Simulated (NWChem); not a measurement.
System: C₄H₁₂NSi, doublet; SMILES CN(C)[Si](C)C

Input file for NWChem:

```
start job
memory heap 200 mb stack 900 mb global 1100 mb
geometry units angstroms noautosym nocenter noautoz
  C     -1.208069    -1.757772     0.013975
  N     -0.000277    -0.957129     0.041819
  C      1.208667    -1.756092     0.015761
  Si    -0.001122     0.743392    -0.469404
  C     -1.549017     1.572572     0.269475
  C      1.545694     1.574150     0.269995
  H     -1.281592    -2.400622    -0.898221
  H     -1.248138    -2.440473     0.895006
  H     -2.110009    -1.116605     0.048812
  H      2.109655    -1.113675     0.052033
  H      1.284473    -2.398787    -0.896357
  H      1.248324    -2.438795     0.896810
  H     -1.496207     2.663871     0.077241
  H     -2.494160     1.207282    -0.179229
  H     -1.597912     1.415220     1.368894
  H      2.491283     1.211116    -0.179595
  H      1.490890     2.665618     0.079287
  H      1.595295     1.415401     1.369182
end
basis spherical
  C library 6-31g*
  N library 6-31g*
  Si library 6-31g*
  H library 6-31g*
end
dft
  odft
  mult 2
  xc xpbe96 cpbe96
  iterations 150
end
property
  efieldgrad
end
task dft property
```

Structure relaxed at the PBE-D3(BJ)/def2-SVP, spin-unrestricted level. Not confirmed as a minimum by frequencies. No stability test was run on the SCF state.

Vzz is the largest principal value of the second derivative of the potential at the nucleus (NWChem prints the opposite sign); η is the asymmetry. Non-relativistic.

Atoms are numbered as in the input.

Question: Predict the main results of this run. (PBE/6-31G* (spherical d), spin-unrestricted.) Quantities: Vzz N2 (a.u.); η N2.

Answer: 
| Property | Result |
|---|---|
| Vzz N2 (a.u.) | -0.844 |
| η N2 | 0.48 |
